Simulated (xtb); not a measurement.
CH$_{3}$Cl$_{3}$Si, charge -1, doublet, at a GFN2-xTB geometry (a state made from the parent by changing its charge; the spin is typed, not shown lowest); GFN1-xTB (xtb 6.7.1).

Here is a job for xtb.
```
$ xtb mol.xyz --gfn 1 --chrg -1 --uhf 1 --json

# file mol.xyz
8

C     -1.88086609    -0.24439940     0.19810488
Si    -0.03103582     0.22941078     0.24173562
Cl     0.94280005    -0.93243123    -1.17927851
Cl    -0.31054700     2.07327251    -1.15476151
Cl     0.45531735    -1.18432133     2.03091734
H     -2.02275001    -1.28867211     0.46708769
H     -2.44430575     0.35993545     0.90406427
H     -2.30194304    -0.07745725    -0.79099435
```

Output, abridged:

```
   ID    Z sym.   atoms
    1    6 C      1
    2   14 Si     2
    3   17 Cl     3-5
    4    1 H      6-8

           -------------------------------------------------
          |                Calculation Setup                |
           -------------------------------------------------

           -------------------------------------------------
          |                 G F N 1 - x T B                 |
           -------------------------------------------------

          ...................................................
          :                      SETUP                      :
          :.................................................:
          :  # basis functions                  50          :
          :  # atomic orbitals                  46          :
          :  # shells                           20          :
          :  # electrons                        33          :
          :  # halogen bonds                     0          :
          :  max. iterations                   250          :
          :  Hamiltonian                  GFN1-xTB          :
          :  restarted?                      false          :
          :  GBSA solvation                  false          :
          :  PC potential                    false          :
          :  electronic temp.          300.0000000     K    :
          :  accuracy                    1.0000000          :
          :  -> integral cutoff          0.2500000E+02      :
          :  -> integral neglect         0.1000000E-07      :
          :  -> SCF convergence          0.1000000E-05 Eh   :
          :  -> wf. convergence          0.2000000E-04 e    :
          :  Broyden damping             0.4000000          :
          :  net charge                         -1          :
          :  unpaired electrons                  1          :
          ...................................................

 iter      E             dE          RMSdq      gap      omega  full diag
   1    -18.7738819 -0.187739E+02  0.692E+00    3.95       0.0  T
   2    -18.7794395 -0.555753E-02  0.423E+00    3.90       1.0  T
   3    -18.7789065  0.532962E-03  0.401E-01    3.88       1.0  T
   4    -18.7799619 -0.105533E-02  0.136E-01    3.87       1.0  T
   5    -18.7800345 -0.726787E-04  0.217E-02    3.88       1.6  T
   6    -18.7800360 -0.143524E-05  0.823E-03    3.88       4.3  T
   7    -18.7800361 -0.157501E-06  0.329E-03    3.88      10.8  T
   8    -18.7800362 -0.403500E-07  0.131E-04    3.88     270.4  T
   9    -18.7800362 -0.354241E-10  0.544E-05    3.88     649.8  T

   *** convergence criteria satisfied after 9 iterations ***

         :::::::::::::::::::::::::::::::::::::::::::::::::::::
         ::                     SUMMARY                     ::
         :::::::::::::::::::::::::::::::::::::::::::::::::::::
         :: total energy             -18.710306519447 Eh    ::
         :: gradient norm              0.015333055825 Eh/a0 ::
         :: HOMO-LUMO gap              3.877888906345 eV    ::
         ::.................................................::
         :: SCC energy               -18.780036162384 Eh    ::
         :: -> electrostatic           0.087648979107 Eh    ::
         :: repulsion energy           0.073791370181 Eh    ::
         :: dispersion energy         -0.004061727244 Eh    ::
         :: halogen bond corr.         0.000000000000 Eh    ::
         :: add. restraining           0.000000000000 Eh    ::
         :: total charge              -1.000000000000 e     ::
         :::::::::::::::::::::::::::::::::::::::::::::::::::::

           -------------------------------------------------
          |                Property Printout                |
           -------------------------------------------------

    * Orbital Energies and Occupations

         #    Occupation            Energy/Eh            Energy/eV
      -------------------------------------------------------------
         1        2.0000           -0.7363738             -20.0378
       ...           ...                  ...                  ...
         5        2.0000           -0.4065752             -11.0635
         6        2.0000           -0.3608173              -9.8183
         7        2.0000           -0.3556237              -9.6770
         8        2.0000           -0.3406573              -9.2698
         9        2.0000           -0.3293895              -8.9631
        10        2.0000           -0.3233841              -8.7997
        11        2.0000           -0.3226385              -8.7794
        12        2.0000           -0.3091678              -8.4129
        13        2.0000           -0.3088481              -8.4042
        14        2.0000           -0.3036386              -8.2624
        15        2.0000           -0.2972231              -8.0879
        16        2.0000           -0.2775686              -7.5530
        17        1.0000           -0.1496756              -4.0729 (HOMO)
        18                         -0.0071658              -0.1950 (LUMO)
        19                          0.0340374               0.9262
        20                          0.0442141               1.2031
        21                          0.0840026               2.2858
        22                          0.0926329               2.5207
        23                          0.0947574               2.5785
        24                          0.1299388               3.5358
        25                          0.1324675               3.6046
        26                          0.1333217               3.6279
        27                          0.1409590               3.8357
        28                          0.1499836               4.0813
       ...                                ...                  ...
        46                          1.0473857              28.5008
      -------------------------------------------------------------
                  HL-Gap            0.1425098 Eh            3.8779 eV
             Fermi-level           -0.1460214 Eh           -3.9734 eV

  Mulliken/CM5 charges         n(s)   n(p)   n(d)
     1C    -0.15565 -0.26717   0.999  3.156  0.000
     2Si    0.30555  0.17046   1.307  1.552  0.836
     3Cl   -0.24103 -0.20131   1.901  5.341 -0.001
     4Cl   -0.47459 -0.45415   1.934  5.538  0.002
     5Cl   -0.47561 -0.45529   1.934  5.539  0.002
     6H     0.01653  0.07208   0.983  0.000  0.000
     7H     0.00807  0.06315   0.992  0.000  0.000
     8H     0.01672  0.07223   0.983  0.000  0.000

Wiberg/Mayer (AO) data.
largest (>0.10) Wiberg bond orders for each atom

 ---------------------------------------------------------------------------
     #   Z sym  total        # sym  WBO       # sym  WBO       # sym  WBO
 ---------------------------------------------------------------------------
     1   6 C    3.952 --     2 Si   0.998     6 H    0.960     7 H    0.959
                             8 H    0.959
     2  14 Si   3.992 --     3 Cl   1.205     1 C    0.998     4 Cl   0.839
                             5 Cl   0.837
     3  17 Cl   1.270 --     2 Si   1.205
     4  17 Cl   0.912 --     2 Si   0.839
     5  17 Cl   0.911 --     2 Si   0.837
     6   1 H    1.014 --     1 C    0.960
     7   1 H    1.018 --     1 C    0.959
     8   1 H    1.014 --     1 C    0.959
 ---------------------------------------------------------------------------

Topologies differ in total number of bonds
Writing topology from bond orders to xtbtopo.mol

 dipole moment from electron density (au)
     X       Y       Z
  -0.6601  -0.3407  -0.1993  total (Debye):    1.955

           -------------------------------------------------
          | TOTAL ENERGY              -18.710306519447 Eh   |
          | GRADIENT NORM               0.015333055825 Eh/α |
          | HOMO-LUMO GAP               3.877888906345 eV   |
           -------------------------------------------------

normal termination of xtb
```
